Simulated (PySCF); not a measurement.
The same groups moved round the core (silole fluoro). Isolated molecules, 0 K electronic values unless said otherwise. Strings in code marks are SMILES.

Calculation: PBE-D3(BJ)/def2-TZVP // PBE0-D3(BJ)/def2-TZVP in PySCF 2.14.0. All candidates: neutral, multiplicity 1. Excitations are Tamm–Dancoff values on a coarser integration grid. The basis has no diffuse functions, so Rydberg states are missing or too high.

* **HOMO**: -5.66 eV
* **brightest of the four lowest singlets (TDA)**: 4.29 eV
* **LUMO**: -2.49 eV

**Question.** Identify which member has these values.
A) `FC1=C[SiH2]C=C1`
B) `F[SiH]1C=CC=C1`
C) `FC1=CC=C[SiH2]1`

**Answer.** C, `FC1=CC=C[SiH2]1`. The others give `F[SiH]1C=CC=C1`: -6.06 eV, 4.17 eV, -2.89 eV; `FC1=C[SiH2]C=C1`: -5.94 eV, 5.84 eV, -2.53 eV
